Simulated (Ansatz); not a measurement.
The cluster Ge2O4⁺, relaxed as a doublet with UKS PBE-D4/def2-SVP in Ansatz, starting from the GFN2-xTB geometry. Force threshold 0.02 eV/Å.

The structure holds 2 bonds between oxygen atoms, so isomers without such links may lie far lower. The relaxation made no stability test and no search for a lower SCF solution. The structure comes from a short search, and lower isomers may exist.

Start:

```xyz
6

Ge    1.4240    1.0875    0.8091
Ge   -0.3945    0.1354   -1.9219
O    -1.2647   -0.7372   -0.3081
O    -0.6025   -1.0821    0.7781
O    -0.0635   -0.1143    1.4915
O     0.9012    0.7107   -0.8488
```

| step | energy (eV) | largest force component (eV/Å) | SCF passes |
| --- | --- | --- | --- |
| 1 | -121168.5743 | 1.479 | 22 |
| 2 | -121168.6792 | 0.736 | 28 |
| 3 | -121168.7041 | 0.075 | 25 |
| 4 | -121168.7057 | 0.089 | 24 |
| 5 | -121168.7077 | 0.027 | 21 |
| 6 | -121168.7077 | 0.004 | 18 |

Force components are those of the run's own axes.

End:

```xyz
6

Ge    1.3532    1.1244    0.8034
Ge   -0.4325    0.1917   -1.8754
O    -1.2955   -0.7353   -0.3111
O    -0.5675   -1.1191    0.7678
O    -0.0764   -0.0997    1.5166
O     1.0188    0.6379   -0.9013
```

By distances, no bond broke or formed. The bond that changes most is O4–O5, from 1.32 to 1.36 Å (atoms count from 1).

No frequencies were taken in this run, so the end may be a saddle point.

Run time 7 s (4 threads of Arm Neoverse V2 on a shared host).
